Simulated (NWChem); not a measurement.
System meant: CdClF; SMILES [F][Cd][Cl]

Here is an NWChem input.

```
start job
memory heap 200 mb stack 900 mb global 1100 mb
geometry units angstroms noautoz
  Cd     0.451917    -0.109655     0.000000
  F      0.979967    -1.961002     0.000000
  Cl    -0.170378     2.071339     0.000000
end
basis spherical
  Cd library def2-svp
  F library def2-svp
  Cl library def2-svp
end
dft
  xc xpbe96 cpbe96
  iterations 150
  mulliken
end
task dft energy
```

End of the output:

```
             Northwest Computational Chemistry Package (NWChem) 7.3.0
             --------------------------------------------------------

 ORDER OF PRIMARY AXIS IS BEING SET TO 4
 C4V symmetry detected

                             Geometry "geometry" -> ""
                             -------------------------

 Output coordinates in angstroms (scale by  1.889725989 to convert to a.u.)

  No.       Tag          Charge          X              Y              Z
 ---- ---------------- ---------- -------------- -------------- --------------
    1 Cd                  48.0000     0.00000000     0.00000000    -0.28689157
    2 F                    9.0000     0.00000000     0.00000000    -2.21207273
    3 Cl                  17.0000     0.00000000     0.00000000     1.98114412

 Effective nuclear repulsion energy (a.u.)     328.4416199516

      Symmetry information
      --------------------

 Group name             C4v
 Group number             18
 Group order               8
 No. of unique centers     3

  pbe96 is a nonlocal functional; adding pw91lda local functional.

                                 NWChem DFT Module
                                 -----------------

 Summary of "ao basis" -> "ao basis" (spherical)
 ------------------------------------------------------------------------------
       Tag                 Description            Shells   Functions and Types
 ---------------- ------------------------------  ------  ---------------------
 Cd                         def2-svp                11       31   5s3p2d1f
 F                          def2-svp                 6       14   3s2p1d
 Cl                         def2-svp                 8       18   4s3p1d

      Symmetry analysis of basis
      --------------------------

        a1         25
        a2          0
        b1          5
        b2          5
        e          28

            General Information
            -------------------
          SCF calculation type: DFT
          Wavefunction type:  closed shell.
          No. of atoms     :     3
          No. of electrons :    74
           Alpha electrons :    37
            Beta electrons :    37
          Charge           :     0
          Spin multiplicity:     1
          Use of symmetry is: on ; symmetry adaption is: on
          Maximum number of iterations: 150
          AO basis - number of functions:    63
                     number of shells:    25
          Convergence on energy requested:  1.00D-06
          Convergence on density requested:  1.00D-05
          Convergence on gradient requested:  5.00D-04

              XC Information
              --------------
          PerdewBurkeErnzerhof Exchange Functional  1.000
            Perdew 1991 LDA Correlation Functional  1.000 local
           PerdewBurkeErnz. Correlation Functional  1.000 non-local

             Grid Information
             ----------------
          Grid used for XC integration:  medium
          Radial quadrature: Mura-Knowles
          Angular quadrature: Lebedev.
          Tag              B.-S. Rad. Rad. Pts. Rad. Cut. Ang. Pts.
          ---              ---------- --------- --------- ---------
          Cd                  1.55      123           8.0       590
          F                   0.50       49          10.0       434
          Cl                  1.00       88           9.0       590
          Grid pruning is: on
          Number of quadrature shells:   260
          Spatial weights used:  Erf1

      Superposition of Atomic Density Guess
      -------------------------------------

 Sum of atomic energies:       -1766.83584485

      Non-variational initial energy
      ------------------------------

 Total energy =   -1770.526297
 1-e energy   =   -3099.352138
 2-e energy   =    1000.384221
 HOMO         =      -1.309505
 LUMO         =      -1.260014

      Symmetry analysis of molecular orbitals - initial
      -------------------------------------------------

 !! scf_movecs_sym_adapt:   10 vectors were symmetry contaminated

  Symmetry fudging

 !! scf_movecs_sym_adapt:    8 vectors were symmetry contaminated

  Numbering of irreducible representations:

     1 a1          2 a2          3 b1          4 b2          5 e

  Orbital symmetries:

     1 a1          2 a1          3 a1          4 a1          5 a1
     6 e           7 e           8 a1          9 e          10 e
    11 b1         12 b2         13 a1         14 a1         15 e
    16 e          17 b1         18 b2         19 e          20 e
    21 a1         22 a1         23 e          24 e          25 a1
    26 e          27 e          28 a1         29 a1         30 e
    31 e          32 a1         33 b1         34 b2         35 a1
    36 e          37 e          38 a1         39 e          40 e
    41 a1         42 e          43 e          44 a1         45 a1
    46 a1         47 e

     ---------------------------------------------
      Total Density - Mulliken Population Analysis
     ---------------------------------------------

    Atom       Charge   Shell Charges
 -----------   ------   -------------------------------------------------------
    1 Cd  48    55.12   2.00  2.01  2.04  2.58 -0.52  6.02  6.75 -0.43 10.03 10.64 14.00
    2 F    9     7.64   1.99  0.94  0.99  2.65  1.05  0.02
    3 Cl  17    11.24   2.00  1.99  0.86  0.75  5.90  0.25 -0.44 -0.07

 Warning: spatial symmetry breaking: alpha =  5.89D-01

[...]
```

### Question
Find the fault in this run and fix the input.

### Answer
The run ends normally but its numbers are meaningless: the def2 basis of a heavy element holds valence functions alone and wants its effective core potential (without it all electrons must fit into that basis). This input runs:
```
start job
memory heap 200 mb stack 900 mb global 1100 mb
geometry units angstroms noautoz
  Cd     0.451917    -0.109655     0.000000
  F      0.979967    -1.961002     0.000000
  Cl    -0.170378     2.071339     0.000000
end
basis spherical
  Cd library def2-svp
  F library def2-svp
  Cl library def2-svp
end
ecp
  Cd library def2-ecp
end
dft
  xc xpbe96 cpbe96
  iterations 150
  mulliken
end
task dft energy
```
It converges to -727.32168 Ha (PBE/def2-SVP with def2 effective core potentials on Cd). The faulty run gave -1874.093 Ha, with all electrons squeezed into the valence basis.
